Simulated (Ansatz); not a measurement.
## Energy profile

The step: Si₂H₆SO ([OH][SiH]([SiH3])[SH]) → Si₂H₄S ([SiH3][SiH][S]) + H₂O (still joined by a long Si–O bond); bonds formed: O2–H4; bonds broken: S3–H4; bonds weakened to dative contacts: Si1–O2 (atoms numbered as in the saddle structure below).

```json
{"atom": "Si1", "x (Å)": "-0.3207", "y (Å)": "-0.0682", "z (Å)": "-0.7089"}
{"atom": "O2", "x (Å)": "1.3145", "y (Å)": "0.7064", "z (Å)": "-0.9641"}
{"atom": "S3", "x (Å)": "0.3109", "y (Å)": "-1.6736", "z (Å)": "-1.7964"}
{"atom": "H4", "x (Å)": "1.4096", "y (Å)": "-0.2781", "z (Å)": "-1.5768"}
{"atom": "H5", "x (Å)": "-1.2438", "y (Å)": "0.9364", "z (Å)": "-1.3147"}
{"atom": "Si6", "x (Å)": "-0.6428", "y (Å)": "-0.2462", "z (Å)": "1.6017"}
{"atom": "H7", "x (Å)": "1.3348", "y (Å)": "1.4990", "z (Å)": "-1.5168"}
{"atom": "H8", "x (Å)": "-0.7634", "y (Å)": "1.0995", "z (Å)": "2.2281"}
{"atom": "H9", "x (Å)": "0.5022", "y (Å)": "-0.9751", "z (Å)": "2.2032"}
{"atom": "H10", "x (Å)": "-1.9013", "y (Å)": "-1.0001", "z (Å)": "1.8448"}
```

Electronic energies by CCSD(T) at an estimated basis limit (MP2 extrapolated from triple and quadruple zeta, plus CCSD(T) − MP2 in triple zeta), on PBE0-D4/def2-TZVP structures; Si2H6SO, singlet; no counterpoise correction. Ansatz 0.2.0; basis: def2-TZVPP and def2-QZVPP; cores frozen in the correlated methods. Extrapolation: Hartree–Fock as exp(−7.88 √X), correlation as X^−2.97.

Q: Give the profile in kJ/mol, counted from the start structure. (An estimate is asked for; the value comes from the calculation.)

A: The calculation gives:
```
                                                                                                           point  kJ/mol
                                                                                                 start structure     0.0
                                                                                                          saddle   160.8
                                                                                                   end structure   137.8
separated: Si2H4S (linked as [SiH3][SiH][S]; Si1, S3, H5, Si6, H8, H9, H10; singlet) + H2O (O2, H4, H7; singlet)   200.1
```

T1 diagnostic: at most 0.018.

For scale, one of the runs: CCSD(T)/def2-TZVPP, 241 basis functions, launched by `ansatz run in.yaml --threads 4 --pin off --events-out ev --progress --plain --max-ram 9574MiB`. Hardware: 4 CPU threads of an Intel Xeon 6975P-C, shared host. Wall time 25 s; peak host memory 4.5 GiB.
